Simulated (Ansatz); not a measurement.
Geometry optimisation, Ansatz 0.2.0, RKS PBE-D4/def2-SVP.

input.yaml

```yaml
crystal:
  periodic: [false, false, false]
  atoms:
    - { symbol: "N", position_ang: [-1.852, 0.5992, 1.4835] }
    - { symbol: Si, position_ang: [-0.6105, -0.5421, 1.1144] }
    - { symbol: Al, position_ang: [0.475, 0.0812, -0.884] }
    - { symbol: "N", position_ang: [2.0288, -0.9723, -1.5262] }
    - { symbol: O, position_ang: [-0.0092, 1.5776, -1.7984] }
    - { symbol: H, position_ang: [-1.4445, 1.5977, 1.5278] }
    - { symbol: H, position_ang: [-2.5022, 0.6668, 0.6417] }
    - { symbol: H, position_ang: [0.3939, -0.5462, 2.2202] }
    - { symbol: H, position_ang: [-1.1927, -1.8585, 0.9897] }
    - { symbol: H, position_ang: [2.6649, -1.0284, -0.7328] }
    - { symbol: H, position_ang: [1.5723, -1.9496, -1.6322] }
    - { symbol: H, position_ang: [0.5532, 2.3193, -1.3697] }
basis:
  gaussian: { orbitals: def2-SVP }
hamiltonian:
  xc: pbe
  dispersion: d4
relax:
  f_tol: 0.015
  max_steps: 40
```

Launched with:

```bash
$ ansatz run input.yaml --threads 2 --pin off --max-ram 3072MiB --backend cpu --events-out ev --progress --plain --runs-dir out
```

Question: Where does it end, and by what steps?

Answer: The forces met the threshold. After 15 steps the energy has fallen by 1.311 eV; H11 moved furthest, 1.68 Å.

| step | energy less start (eV) | largest force component (eV/Å) | accepted |
| --- | --- | --- | --- |
| 0 | 0.0000 | 2.847 | yes |
| 1 | -0.5391 | 1.470 | yes |
| 2 | -0.7199 | 1.467 | yes |
| 3 | -0.8214 | 0.912 | yes |
| 4 | -0.9581 | 0.624 | yes |
| 5 | -1.0468 | 0.559 | yes |
| 6 | -1.1305 | 0.460 | yes |
| 7 | -1.1951 | 0.460 | yes |
| 8 | -1.2544 | 0.273 | yes |
| 9 | -1.2928 | 0.353 | yes |
| 10 | -1.2958 | 0.220 | yes |
| 11 | -1.3104 | 0.053 | yes |
| 12 | -1.3109 | 0.058 | yes |
| 13 | -1.3110 | 0.067 | yes |
| 14 | -1.3109 | 0.113 | no |
| 15 | -1.3113 | 0.010 | yes |

```xyz
12
Properties=species:S:1:pos:R:3
N -1.940 0.709 1.617
Si -0.707 -0.513 1.261
Al 0.620 -0.005 -0.746
N 2.025 -0.933 -1.354
O 0.067 1.408 -1.578
H -1.550 1.634 1.835
H -2.616 0.845 0.856
H 0.168 -0.623 2.488
H -1.421 -1.838 1.124
H 2.386 -1.773 -0.894
H 2.589 -0.730 -2.183
H 0.455 1.763 -2.393
```

Time of the run: 23 s on 2 threads of Intel(R) Xeon(R) 6975P-C (Granite Rapids), with other jobs on the host, peak memory 0.18 GiB.
